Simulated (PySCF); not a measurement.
Neon: a sound run and one with changed settings

Sound run: Ne²⁺ [He] 2s2 2p4, Ne³⁺ [He] 2s2 2p3. Computed with PySCF 2.14 in x2c-SVPall, with scalar relativity by spin-free X2C-1e. The sound run starts from symmetry-adapted Hartree-Fock orbitals and uses a fine grid where one is needed.

Changed run: radial step 0.3 in ln r (0.13 in the sound run). This setting is unsound on purpose.

| species | method | sound run (hartree) | changed run (hartree) | converged |
| --- | --- | --- | --- | --- |
| Ne²⁺ | UHF | -126.33219 | -126.33219 | yes |
| Ne²⁺ | PBE | -126.52316 | -126.52304 | yes |
| Ne²⁺ | B3LYP | -126.62769 | -126.62769 | yes |
| Ne³⁺ | UHF | -124.05941 | -124.05941 | yes |
| Ne³⁺ | PBE | -124.17015 | -124.17017 | yes |
| Ne³⁺ | B3LYP | -124.26860 | -124.26866 | yes |

Ionisation energy of Ne²⁺:

```
method  sound run (eV)  changed run (eV)
   UHF          61.846            61.846
   PBE          64.029            64.025
 B3LYP          64.194            64.193
```

A coarse radial grid mis-integrates the density and the exchange-correlation energy, with errors of either sign; Hartree-Fock needs no grid.

For comparison, NIST gives 63.423 eV between the lowest levels.
